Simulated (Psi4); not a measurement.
Psi4 input (wB97X-D/6-31G*):

```
memory 1500 MB

molecule {
-1 1
C    -1.59705400   -0.96444600    0.27041500
B    -0.32567700   -0.02642900    0.02668100
S    -0.32686600    1.68616500   -0.25957100
S     1.32942000   -0.95249700    0.06837700
H    -1.65939200   -1.75763400   -0.48525700
H    -2.52267800   -0.38657300    0.23707100
H    -1.54122700   -1.46860900    1.24344000
H     0.89313600   -2.20705000    0.30795200
symmetry c1
no_reorient
no_com
}

set {
  basis 6-31G*
  reference rks
  scf_type pk
  dft_radial_points 99
  dft_spherical_points 590
  e_convergence 1e-8
  d_convergence 1e-7
  maxiter 150
}

e = energy('wb97x-d')
print_out(f'\nFINAL {e:.10f} DIPOLE {variable("CURRENT DIPOLE")[0]:.6f} {variable("CURRENT DIPOLE")[1]:.6f} {variable("CURRENT DIPOLE")[2]:.6f}\n')
```

From the output:

```
      55A      1.189971    56A      1.199512    57A      1.212643
      58A      1.251069    59A      1.314257    60A      1.374828
      61A      1.426048    62A      1.597654    63A      1.627009
      64A      1.741574    65A      1.899908    66A      1.971963
      67A      2.076647    68A      2.193142    69A      2.304139
      70A      2.534940    71A      2.590572    72A      2.665478
      73A      3.794144    74A      4.204159    75A      4.305568
      76A      4.527732

    Final Occupation by Irrep:
              A
    DOCC [    24 ]
    NA   [    24 ]
    NB   [    24 ]

  @RKS Final Energy:  -861.80257257819505

   => Energetics <=

    Nuclear Repulsion Energy =            173.2845316157152524
    One-Electron Energy =               -1542.0759756402430867
    Two-Electron Energy =                 552.0205928081115871
    DFT Exchange-Correlation Energy =     -45.0292848710566105
    Empirical Dispersion Energy =          -0.0024364907221627
    VV10 Nonlocal Energy =                  0.0000000000000000
    Total Energy =                       -861.8025725781950541

Computation Completed

Properties will be evaluated at   0.000000,   0.000000,   0.000000 [a0]

Properties computed using the SCF density matrix

 Multipole Moments:

 ------------------------------------------------------------------------------------
     Multipole            Electronic (a.u.)      Nuclear  (a.u.)        Total (a.u.)
 ------------------------------------------------------------------------------------

 L = 1.  Multiply by 2.5417464519 to convert [e a0] to [Debye]
 Dipole X            :         -0.3321968           -0.0000113           -0.3322082
 Dipole Y            :         -1.8246388            0.0000019           -1.8246369
 Dipole Z            :          0.3277798           -0.0000057            0.3277741
 Magnitude           :                                                    1.8833741

 ------------------------------------------------------------------------------------

FINAL -861.8025725782 DIPOLE -0.332208 -1.824637 0.327774

*** Psi4 exiting successfully. Buy a developer a beer!
```

The dipole moment of an ion depends on the origin.

The geometry given is a B3LYP-D3(BJ)/def2-TZVP minimum.
